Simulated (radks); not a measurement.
H I, configuration 1s1. Calculated with a radial shooting solver on a logarithmic mesh with Libxc functionals: scalar-relativistic Kohn-Sham, LDA (Slater exchange, Perdew-Wang correlation), spin-polarised, spherical densities, finite nucleus; open shells are filled with parallel spins first; Gaussian nuclear charge, rms radius 0.8783 fm; hard spherical wall at 7 bohr.

Normalised radial functions P(r) = r R(r), r in bohr:

| r | 2p up |
|---|---|
| 0.05447 | 0.0007 |
| 0.06341 | 0.0010 |
| 0.07442 | 0.0014 |
| 0.08733 | 0.0019 |
| 0.1017 | 0.0025 |
| 0.1193 | 0.0035 |
| 0.1389 | 0.0047 |
| 0.163 | 0.0063 |
| 0.1897 | 0.0085 |
| 0.2227 | 0.0115 |
| 0.2613 | 0.0155 |
| 0.3042 | 0.0206 |
| 0.357 | 0.0276 |
| 0.4156 | 0.0363 |
| 0.4877 | 0.0482 |
| 0.5723 | 0.0637 |
| 0.6663 | 0.0824 |
| 0.7819 | 0.1072 |
| 0.9102 | 0.1365 |
| 1.068 | 0.1741 |
| 1.253 | 0.2192 |
| 1.459 | 0.2692 |
| 1.712 | 0.3283 |
| 1.994 | 0.3885 |
| 2.339 | 0.4519 |
| 2.723 | 0.5055 |
| 3.196 | 0.5448 |
| 3.751 | 0.5526 |
| 4.366 | 0.5155 |
| 5.124 | 0.4136 |
| 5.965 | 0.2465 |
| 7 | 0.0000 |

2p up (empty): eigenvalue 2.657 eV, 0 radial nodes, <r> = 3.64 bohr, 90 % of the charge inside 5.23 bohr.
